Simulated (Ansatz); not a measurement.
Species: selenium dioxide, SeO$_{2}$ (charge 0, singlet). 
Geometry from a B3LYP-D3(BJ)/def2-TZVP (Ansatz, a quantum-chemistry and plane-wave program) optimisation:
```
Se
O 1 1.6119
O 1 1.6119 2 113.77
```
Charge 0, spin multiplicity 1.

Basis-set convergence of Hartree-Fock and MP2 correlation energies (hartree) with Ansatz. Valence correlation only, unless marked. No spin-orbit coupling. The frozen core is the preceding noble-gas configuration, with the filled d and f shells of earlier blocks. No relativistic terms.

The Hartree-Fock reference is unstable (checked in the largest basis), which strains HF and MP2. The T1 diagnostic of CCSD in the largest basis is 0.027, which is high, so the coupled-cluster rows are less sure than usual.

```csv
basis,functions,E(HF),"E(corr, MP2)"
cc-pVDZ,55,-2549.40899,-0.53387
cc-pVTZ,103,-2549.56335,-0.66721
cc-pVQZ,178,-2549.58182,-0.71841
```

Extrapolating the two largest sets (X = 3 and 4) as X^-3: E(corr) = (64·(-0.71841) - 27·(-0.66721))/37 = -0.7558 Eh, an estimate of the basis-set limit. The largest set recovers 95.1 % of it, the smallest 70.6 %.
